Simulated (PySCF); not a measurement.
**r²SCAN beside CCSD(T) along the second period: bonds to Sn**

r²SCAN and CCSD(T) in PySCF with def2-SVPD on every atom (core potentials on Sn), for the lowest determinant that a PBE0 search found; no spin–orbit coupling.

```tsv
molecule	state (unpaired electrons)	r²SCAN Re (Å)	r²SCAN ωe (cm⁻¹)	r²SCAN De (eV)	CCSD(T) Re (Å)	CCSD(T) ωe (cm⁻¹)	CCSD(T) De (eV)
LiSn	quartet (σ ↑, π ↑↑)	2.597	360	1.70	2.629	357	1.43
SnN	doublet (π ↑)	1.981	655	2.60	2.012	632	2.17
SnO	singlet (closed shell)	1.856	819	5.48	1.881	767	5.22
SnF	doublet (π ↑)	1.987	562	4.98	?	?	?
```

(1) Estimate the CCSD(T) values of SnF by adding the mean shift from r²SCAN to CCSD(T) of the other rows, and compare with the calculation.

(2) What are the mean differences of r²SCAN from CCSD(T) over the whole series?

In a basis of this size CCSD(T) is itself not converged; it tends to give bonds that are too long and too weak.

Correlated steps freeze the inner cores (4 to 5 orbitals); shallow outer-core shells are correlated. UHF and ROHF references stand side by side, which adds small steps between rows. Correlated levels converge slowly with the basis: in double zeta they bind strong bonds too weakly, by up to about 1 eV, and carry superposition errors of some tenths. These are scalar-relativistic numbers at best; spin–orbit coupling would shift them, the dissociation energy most. Where the molecule has an RHF reference, its open-shell atoms are computed with UHF. The CCSD T1 diagnostic is raised in SnO, a sign that a single reference may not be enough there. States were picked by a PBE0 search and need not be the measured ground states.

## Answers

(1) The mean shifts are +2.9 pm, -26 cm⁻¹ and -0.32 eV, which give 2.016 Å, 536 cm⁻¹ and 4.66 eV. CCSD(T)/def2-SVPD gives Re = 1.994 Å, ωe = 558 cm⁻¹, De = 4.76 eV.

(2) Re -2.4 pm, ωe +20 cm⁻¹, De +0.30 eV.
